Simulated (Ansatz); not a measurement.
A made-up structure of CHBBr (charge -1), closed shell:

```
4
angstrom
C -0.4991 0.6365 -0.5384
B 0.2562 -0.3267 0.2769
Br 1.3571 -1.7307 1.4651
H -1.1142 1.4209 -1.2035
```

It is relaxed with PBE-D4/def2-SVPD and then PBE0-D4/def2-TZVPD (Ansatz 0.2.0). Atoms count as bonded within 1.22 times the sum of their covalent radii (H–H: 0.88 Å). The end point is not checked to be a true minimum.

(1) Does its bonding change? (Judge from chemistry; the calculation decides.)

Results:

(1) The calculation gives: No: no bond forms or breaks.

Where it ends: The first stage lowers the energy by 0.97 eV in 4 steps. It ends as CHBBr ([CH][B][Br]), total charge -1:
```csv
atom,x (Å),y (Å),z (Å)
C1,-0.4456,0.5682,-0.4809
B2,0.2288,-0.2918,0.2470
Br3,1.2116,-1.5451,1.3082
H4,-0.9949,1.2687,-1.0744
```

Labels in which every atom is bracketed show which atoms are joined, not bond orders.

For scale, one of the runs: PBE0-D4/def2-TZVPD relaxation, 140 basis functions, launched by `ansatz run in.yaml --threads 2 --pin off --events-out ev --progress --plain --max-ram 4352MiB`. The run took about 13 s on 2 CPU threads of an Intel Xeon Platinum 8375C (shared host).
